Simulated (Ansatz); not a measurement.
## Worked example: C3H6Te + SnH2(SeH) → C3H5Te + SnH3(SeH)

Species: C3H6Te `C=CC[TeH]`, singlet; SnH2(SeH), doublet; C3H5Te `C=CC[Te]`, doublet; SnH3(SeH), singlet. A radical takes H: the energy is the difference in strength between the Te–H bond broken and the Sn–H bond made.

Shapes, held fixed at every level: PBE0-D4/def2-TZVP. Flexible molecules stand in one conformer, not always the lowest. Programs: Ansatz 0.2.0. The zero-point and thermal change to 298 K, harmonic and unscaled (PBE0-D4/def2-TZVP), is +1.6 kJ/mol.

At CCSD(T)/def2-TZVPP; 1 Eh = 2625.50 kJ/mol:

```
  species   energy (Eh)
   C3H6Te   -385.121040
SnH2(SeH)  -2615.559996
   C3H5Te   -384.505733
SnH3(SeH)  -2616.182517
```

Task: Work out ΔH(298 K) of the reaction at this level.

Result: 
1. Products less reactants: (-384.505733) + (-2616.182517) − [(-385.121040) + (-2615.559996)] = -0.007214 Eh = -18.9 kJ/mol.
2. With the thermal change: -18.9 + (+1.6) = -17.3 kJ/mol.

Other levels give -38.3 (HF/def2-TZVPP) to -4.8 kJ/mol (r2SCAN-D4/def2-TZVPP). No measured value is set beside it here. Open shells run unrestricted. For atoms past krypton def2 sets carry core potentials with scalar relativity. Relativity is left out for Se. Outer-core shells of Se, Sn, Te are correlated in most correlated rows, in sets that cover them unevenly.
